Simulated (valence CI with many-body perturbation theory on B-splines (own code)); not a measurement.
**Er61+: fill in the table**

Method: valence CI with perturbative core correlation (CI+MBPT): five valence electrons over a frozen Dirac-Fock core [He], a basis of 11 s, 11 p, 10 d, 8 f, 5 g, 2 h functions for each j, with the one-electron correlation potential Σ1 (screened to all orders), the two-electron term Σ2, the three-electron term Σ3, Breit, model QED; selected single and double excitations, second order for the rest, scaled by the run's own slope (own B-spline code, finite nucleus).

No measured spectrum was set against this ion. As an estimate, large intervals hold to a few tenths of a per cent, small ones and those within an open d or f shell to about a per cent. Among the levels kept, up to 7400 cm⁻¹ of a level comes from second order outside the variational space, and about a tenth of that is noise between levels of different J, which matters for small intervals.

```tsv
Level	E (× 10³ cm⁻¹)
(2s^2 2p1/2^2 2p3/2) J=3/2	0.00
(2s^2 2p1/2 2p3/2^2) J=3/2	7550.6
(2s^2 2p1/2 2p3/2^2) J=5/2	7733.6
(2s^2 2p1/2 2p3/2^2) J=1/2	8101.6
(2s 2p1/2^2 2p3/2^2) J=5/2	?
(2s 2p1/2^2 2p3/2^2) J=1/2	?
(2s 2p1/2^2 2p3/2^2) J=3/2	10774
(2s^2 2p3/2^3) J=3/2	15668
(2s 2p1/2 2p3/2^3) J=3/2 [a]	17753
(2s 2p1/2 2p3/2^3) J=5/2	?
(2s 2p1/2 2p3/2^3) J=1/2	18519
(2s 2p1/2 2p3/2^3) J=3/2 [b]	?
(2p1/2^2 2p3/2^3) J=3/2	?
(2s 2p3/2^4) J=1/2	26210
(2p1/2 2p3/2^4) J=1/2	29069
(2s^2 2p1/2^2 3s) J=1/2	59792
(2s^2 2p1/2^2 3p1/2) J=1/2	60536
(2s^2 2p1/2^2 3p3/2) J=3/2	?
(2s^2 2p1/2^2 3d3/2) J=3/2	63551
(2s^2 2p1/2^2 3d5/2) J=5/2	64236
```

Levels are named by their leading jj configuration (3d3/2^4 stands for four electrons in 3d with j = 3/2), which in mixed levels can hold well under half, so a name can repeat and another be missing. Letters in brackets count levels of one name in rising energy.

Task: The levels stand in rising order. What does the calculation give for the missing energies?

Result: (2s 2p1/2^2 2p3/2^2) J=5/2 10002; (2s 2p1/2^2 2p3/2^2) J=1/2 10763; (2s 2p1/2 2p3/2^3) J=5/2 18069; (2s 2p1/2 2p3/2^3) J=3/2 [b] 18594; (2p1/2^2 2p3/2^3) J=3/2 21299; (2s^2 2p1/2^2 3p3/2) J=3/2 62886.
